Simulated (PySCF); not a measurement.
**Field gradients at the hydrogen positions**

Species: C₂H₇NSSi₂.
Cartesian coordinates in Å at the GFN2-xTB level; atoms count from 1:
```xyz
13
C2H7NSSi2 angstrom
C     -2.926    0.240   -0.259
S     -1.537   -0.661   -1.003
Si     0.103    0.257    0.046
Si     2.016   -0.753   -0.763
C      3.397    0.051    0.200
N      4.225    0.563    0.805
H     -2.830    1.300   -0.474
H     -2.940    0.069    0.813
H     -3.832   -0.151   -0.711
H     -0.175    0.062    1.472
H     -0.016    1.696   -0.207
H      2.163   -2.186   -0.492
H      2.346   -0.489   -2.166
```

Level: PBE0/pcSseg-1 (PySCF, non-relativistic); Q(2H) = 0.00286 b; rigid geometry, the same for H and D, with no vibrational averaging.

**Question.** Tabulate Vzz, the asymmetry η and χzz = 234.96 MHz × Q × Vzz for every hydrogen position.

**Answer.** 
```csv
atom,bonded to,bond length (Å),Vzz (au),η,χzz (kHz)
H7,C1,1.086,0.3131,0.04,210
H8,C1,1.086,0.3131,0.04,210
H9,C1,1.085,0.3164,0.05,213
H10,Si3,1.466,0.1598,0.03,107
H11,Si3,1.466,0.1599,0.03,107
H12,Si4,1.466,0.1591,0.02,107
H13,Si4,1.466,0.1589,0.02,107
```

**Question.** Average by the element that carries the hydrogen.

**Answer.** on C: 211 kHz over 3 positions, mean bond length 1.086 Å; on Si: 107 kHz over 4 positions, mean bond length 1.466 Å.

The structure is a single GFN2-xTB conformer in the gas phase; no vibrational or solvent corrections. GFN2-xTB bond lengths can be off by several hundredths of an ångström, more for odd bonds, and the gradients follow them. The basis is small and wasn't made for field gradients, so the couplings can be 20 % off.
